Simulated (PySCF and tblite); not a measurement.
Results of a calculation; reference values are marked as such.
# Conformer ensemble of C₁₀H₉BrO, numbered as in [CH3:1][C:2](=[O:3])[c:4]1[cH:5][c:6]([Br:7])[c:8]2[c:9]([cH:10]1)[CH2:11][CH2:12]2

The ensemble was built from 60 distance-geometry starts (ETKDG and KDG, MMFF94s, GFN2-xTB) and rests on GFN2-xTB geometries. Free energies are PBE0-D3(BJ)/def2-SVP single points with GFN2-xTB rigid-rotor and vibrational terms (modes under about 100 cm⁻¹ blended into free rotors). Symmetry numbers and mirror images are counted. Conformers within 2.5 kcal/mol (GFN2-xTB free energy) were kept, 2 at most. GIAO shieldings: wB97X-D/6-31G*. Programs: PySCF with density fitting and tblite.

Torsions listed: O3–C2–C4–C5. The 4-ring runs over atoms 8–9–11–12.

```json
{"conformer": "1", "shape": "4-ring flat; 180°", "symmetry": "Cs", "E(GFN2) kcal/mol": "0.00", "E(DFT) kcal/mol": "0.00", "G(298.15 K) kcal/mol": "0.00", "weight %": "58.4", "dipole D": "1.82"}
{"conformer": "2", "shape": "4-ring flat; 0°", "symmetry": "Cs", "E(GFN2) kcal/mol": "0.12", "E(DFT) kcal/mol": "0.19", "G(298.15 K) kcal/mol": "0.20", "weight %": "41.6", "dipole D": "4.37"}
```

Weights (%) against temperature:

| T (K) | 1 | 2 | S(mix) cal/mol/K |
| --- | --- | --- | --- |
| 250 | 59.8 | 40.2 | 1.34 |
| 298.15 | 58.4 | 41.6 | 1.35 |
| 350 | 57.3 | 42.7 | 1.36 |

Coordinates of conformer 1 (Å):

```xyz
21

C     3.537    0.121    0.096
C     2.391   -0.013   -0.875
O     2.579   -0.129   -2.065
C     1.010    0.000   -0.318
C     0.762    0.132    1.049
C    -0.537    0.142    1.551
Br   -0.836    0.323    3.429
C    -1.565    0.018    0.652
C    -1.314   -0.113   -0.717
C    -0.049   -0.126   -1.237
C    -2.782   -0.193   -1.050
C    -3.054   -0.046    0.474
H     3.465    1.063    0.635
H     4.473    0.095   -0.456
H     3.521   -0.696    0.813
H     1.580    0.228    1.744
H     0.176   -0.226   -2.287
H    -3.154    0.625   -1.663
H    -3.098   -1.140   -1.483
H    -3.530   -0.905    0.944
H    -3.585    0.859    0.764
```

Coordinates of conformer 2 (Å):

```xyz
21

C     3.317   -0.403    0.565
C     2.494    0.754    0.057
O     3.001    1.809   -0.246
C     1.024    0.540   -0.057
C     0.275    1.621   -0.528
C    -1.105    1.551   -0.679
Br   -2.092    3.049   -1.327
C    -1.706    0.364   -0.344
C    -0.957   -0.718    0.127
C     0.403   -0.674    0.285
C    -2.178   -1.590    0.274
C    -3.006   -0.381   -0.251
H     3.205   -1.262   -0.094
H     2.994   -0.683    1.565
H     4.363   -0.108    0.595
H     0.808    2.529   -0.774
H     0.967   -1.518    0.650
H    -2.192   -2.467   -0.370
H    -2.404   -1.889    1.295
H    -3.717    0.035    0.460
H    -3.506   -0.542   -1.204
```

Spin–orbit effects of the heavy atoms on shieldings are missing.

Search and properties took 110 s on 1 thread of AMD EPYC 9B45, shared host (rough), launched as `OMP_NUM_THREADS=1 python ens_run.py task.json out`.
